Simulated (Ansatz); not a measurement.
ClHInO (`[O][InH][Cl]`) radical, relaxed with UKS PBE0-D4/def2-TZVP in the Gaussian-basis code of Ansatz from a PBE-D4/def2-SVP geometry. The force threshold is 0.005 eV/Å; the program also tests the step.

The species carries charge 0 and has multiplicity 2. In: def2 effective core potential.

Start:

```xyz
4

O    -0.962    1.744    0.035
In    0.208    0.087    0.027
Cl   -1.165   -1.826   -0.206
H     1.918   -0.005    0.143
```

(1) By how much does the energy fall, and how many steps does the optimiser take? (Estimate.)

(2) Which bonds change most? (Best estimate.)

(3) Give the relaxed structure. (An estimate is asked.)

Answers

(1) Computed: 0.03 eV, in 3 steps.

(2) Computed: In2–Cl3 from 2.366 to 2.316 Å; O1–In2 from 2.029 to 1.994 Å; In2–H4 from 1.716 to 1.691 Å.

(3) Computed: 
```xyz
4

O    -0.936    1.708    0.037
In    0.203    0.071    0.020
Cl   -1.155   -1.792   -0.201
H     1.888    0.013    0.144
```
